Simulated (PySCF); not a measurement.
System: CH2F3Si (charge -1, singlet). It need not be the lowest isomer of its formula. Whether it binds its extra electron was not tested at this geometry. SMILES: [CH2-][Si](F)(F)F
Structure (B3LYP-D3(BJ)/def2-TZVP (Ansatz) minimum search):
```
Si
F 1 1.6284
F 1 1.6284 2 104.38
F 1 1.6428 2 97.72 3 -100.05
C 1 1.7258 2 114.87 4 -133.26
H 5 1.0855 1 120.54 2 41.47
H 5 1.0855 6 114.79 1 -157.25
```
Charge -1, spin multiplicity 1.

Dispersion corrections to the total energy (kcal/mol) from the dftd3 and dftd4 libraries through PySCF: D3(BJ) without and D4 with the three-body term, each with the damping fitted for the functional named.

| functional | D3(BJ) | D4 |
|---|---|---|
| HSE06 | -1.70 | (withheld) |
| BHLYP | -3.76 | -4.18 |
| B3LYP | -4.67 | -5.66 |
| PW6B95 | -1.34 | -3.20 |
| TPSS | (withheld) | -4.73 |
| CAM-B3LYP | -2.04 | -2.92 |
| PBE0 | -2.24 | (withheld) |

What belongs in the gaps?


- HSE06, D4: -2.69
- TPSS, D3(BJ): -3.28
- PBE0, D4: -2.91
